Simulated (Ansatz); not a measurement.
Ansatz (an electronic-structure program) input (CCSD(T)/6-31G):

Ansatz 0.2 input:
```yaml
crystal:
  periodic: [false, false, false]
  atoms:
    - {symbol: C, position_ang: [1.49283847, 0.11803120, 0.55134312]}
    - {symbol: C, position_ang: [1.16184014, 0.76198898, -0.60934125]}
    - {symbol: O, position_ang: [-0.14198325, 0.55123844, -0.92403923]}
    - {symbol: C, position_ang: [-0.68484165, -0.25804537, 0.06303390]}
    - {symbol: C, position_ang: [0.33068342, -0.53717572, 0.99505878]}
    - {symbol: C, position_ang: [-2.00189838, -0.62259058, -0.01985084]}
    - {symbol: H, position_ang: [2.46199795, 0.12242251, 1.02121487]}
    - {symbol: H, position_ang: [1.72123633, 1.37892661, -1.29021849]}
    - {symbol: H, position_ang: [0.21271719, -1.14361675, 1.87678564]}
    - {symbol: H, position_ang: [-2.61878457, -0.28921796, -0.83986148]}
    - {symbol: H, position_ang: [-2.43303289, -1.25167297, 0.74293099]}
basis:
  gaussian:
    orbitals: 6-31G
magnetization: {spin_polarized: true, initial_magnetization: 1}
correlation: {method: ccsd_t, electrons: outside_noble_gas}
```

Output:

```
Functional definition: HF
integrals: 0.08 GiB planned
870 factors; integrals over basis functions are off by at most 2.6e-4 eV
mean field: 0.22 GiB planned
mean field evaluation 1: about -7260.9224 eV, gradient 2.0e1 eV
mean field evaluation 2: about -7260.9378 eV, gradient 2.0e1 eV
mean field evaluation 4: about -7263.7750 eV, gradient 3.5e0 eV
mean field evaluation 8: about -7264.1976 eV, gradient 3.6e-1 eV
mean field evaluation 16: about -7264.2035 eV, gradient 2.6e-6 eV
mean field -7264.20353861 eV, -266.9545561900 hartree, gradient 2.6e-6 eV, S^2 1.117611; 0 other end points of the search recorded, 0 dependent functions left out
6 core orbitals not correlated
reference -7264.20353861 eV, -266.9545561900 hartree; 16, 15 occupied and 42, 43 virtual orbitals, 870 factors
second order -13.73191219 eV of doubles, -0.00000000 eV of singles
coupled cluster: 0.30 GiB planned
cycle   1  -14.32094968 eV  change   -5.9e-1 eV  update   1.3e-1
cycle   2  -14.98789197 eV  change   -6.7e-1 eV  update   6.0e-2
cycle   3  -15.32270415 eV  change   -3.3e-1 eV  update   4.1e-2
cycle   4  -15.36331577 eV  change   -4.1e-2 eV  update   1.7e-2
cycle   5  -15.36103288 eV  change    2.3e-3 eV  update   6.3e-3
cycle   6  -15.36165959 eV  change   -6.3e-4 eV  update   2.3e-3
cycle   7  -15.36223288 eV  change   -5.7e-4 eV  update   1.0e-3
cycle   8  -15.36275568 eV  change   -5.2e-4 eV  update   4.8e-4
cycle   9  -15.36283052 eV  change   -7.5e-5 eV  update   2.4e-4
cycle  10  -15.36284298 eV  change   -1.2e-5 eV  update   1.3e-4
cycle  11  -15.36287981 eV  change   -3.7e-5 eV  update   6.5e-5
cycle  12  -15.36287185 eV  change    8.0e-6 eV  update   3.2e-5
coupled cluster: 0.30 GiB planned
perturbative correction -0.51934244 eV, -0.0190854826 hartree
Total energy: -7280.08575290 eV, -267.5382167997 hartree
```

It need not be the lowest isomer of its formula.

The determinant is spin-contaminated: <S^2> is 1.12 against 0.75 for a pure state.
